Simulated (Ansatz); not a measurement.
Ansatz (a program for electronic structure) input file for ZrF4, SMILES [F][Zr]([F])([F])[F], multiplicity 1, B3LYP-D3(BJ)/def2-SVP. 

Ansatz 0.2 input:
```yaml
crystal:
  periodic: [false, false, false]
  atoms:
    - {symbol: Zr, position_ang: [0.00000000, -0.00000000, 0.00000000]}
    - {symbol: F, position_ang: [-1.06386016, 1.06386017, -1.06386017]}
    - {symbol: F, position_ang: [1.06386017, 1.06386017, 1.06386017]}
    - {symbol: F, position_ang: [1.06386017, -1.06386016, -1.06386017]}
    - {symbol: F, position_ang: [-1.06386017, -1.06386017, 1.06386017]}
basis:
  gaussian:
    orbitals: def2-SVP
hamiltonian:
  xc: b3lyp
  dispersion: d3bj
relax: {f_tol: 0.002, max_steps: 200}
```

It prints:

```
Functional definition: B3LYP
integrals: 0.04 GiB planned
911 factors; integrals over basis functions are off by at most 2.0e-4 eV
mean field: 0.31 GiB planned
mean field evaluation 1: about -12141.3764 eV, gradient 6.9e1 eV
mean field evaluation 2: about -12109.8265 eV, gradient 1.6e2 eV
mean field evaluation 4: about -12148.7634 eV, gradient 2.2e0 eV
mean field evaluation 8: about -12148.8085 eV, gradient 2.8e-2 eV
mean field -12148.80851801 eV, -446.4604782787 hartree, gradient 2.2e-5 eV, S^2 0.000000; 0 other end points of the search recorded, 0 dependent functions left out
the calculation of the forces begins
reference -12148.80881064 eV, -446.4604890326 hartree; 24, 24 occupied and 63, 63 virtual orbitals, 911 factors
relax step   1: F+E_penalty+E_count = -12148.93760965 eV  Δ(F+E_penalty+E_count) = +0.000e0 eV  max|allowed force component| = 1.323e0 eV/Å  Δτ_max = 0.0000 Å  (25 SCF iters, accepted)
these checks for a lower state are left out or cut short: starts, cluster_reference, orbital_swaps, neighbouring_geometries, increment
integrals: 0.04 GiB planned
911 factors; integrals over basis functions are off by at most 2.1e-4 eV
mean field: 0.31 GiB planned
mean field evaluation 16: about -12148.9663 eV, gradient 1.1e1 eV
mean field -12149.07876598 eV, -446.4704097084 hartree, gradient 5.6e-6 eV, S^2 0.000000; 0 other end points of the search recorded, 0 dependent functions left out
the calculation of the forces begins
reference -12149.07906279 eV, -446.4704206158 hartree; 24, 24 occupied and 63, 63 virtual orbitals, 911 factors
relax step   2: F+E_penalty+E_count = -12149.20525014 eV  Δ(F+E_penalty+E_count) = -2.676e-1 eV  max|allowed force component| = 6.902e-3 eV/Å  Δτ_max = 0.0609 Å  (27 SCF iters, accepted)
these checks for a lower state are left out or cut short: starts, cluster_reference, orbital_swaps, neighbouring_geometries, increment
integrals: 0.04 GiB planned
911 factors; integrals over basis functions are off by at most 2.1e-4 eV
mean field: 0.31 GiB planned
mean field -12149.07879035 eV, -446.4704106040 hartree, gradient 3.5e-5 eV, S^2 0.000000; 0 other end points of the search recorded, 0 dependent functions left out
the calculation of the forces begins
reference -12149.07908718 eV, -446.4704215124 hartree; 24, 24 occupied and 63, 63 virtual orbitals, 911 factors
relax step   3: F+E_penalty+E_count = -12149.20525897 eV  Δ(F+E_penalty+E_count) = -8.839e-6 eV  max|allowed force component| = 1.727e-4 eV/Å  Δτ_max = 0.0004 Å  (19 SCF iters, accepted)
integrals: 0.04 GiB planned
911 factors; integrals over basis functions are off by at most 2.1e-4 eV
mean field: 0.31 GiB planned
mean field evaluation 32: about -12092.2792 eV, gradient 1.9e2 eV
mean field -12149.07879035 eV, -446.4704106040 hartree, gradient 3.5e-5 eV, S^2 0.000000; 1 other end points of the search recorded, 0 dependent functions left out
the calculation of the forces begins
reference -12149.07908718 eV, -446.4704215124 hartree; 24, 24 occupied and 63, 63 virtual orbitals, 911 factors
Total energy: -12149.20555580 eV, -446.4750691485 hartree
Atom 0 at     0.000000    -0.000000    -0.000000 Å, force    -0.000000     0.000000     0.000000 eV/Å
Atom 1 at    -1.099253     1.099253    -1.099253 Å, force    -0.000173     0.000173    -0.000173 eV/Å
Atom 2 at     1.099253     1.099253     1.099253 Å, force     0.000173     0.000173     0.000173 eV/Å
Atom 3 at     1.099253    -1.099253    -1.099253 Å, force     0.000173    -0.000173    -0.000173 eV/Å
Atom 4 at    -1.099253    -1.099253     1.099253 Å, force    -0.000173    -0.000173     0.000173 eV/Å
Dipole moment:     0.000000    -0.000000     0.000000 e Å
```

The run converged.

Cost: roughly 18 core-seconds.
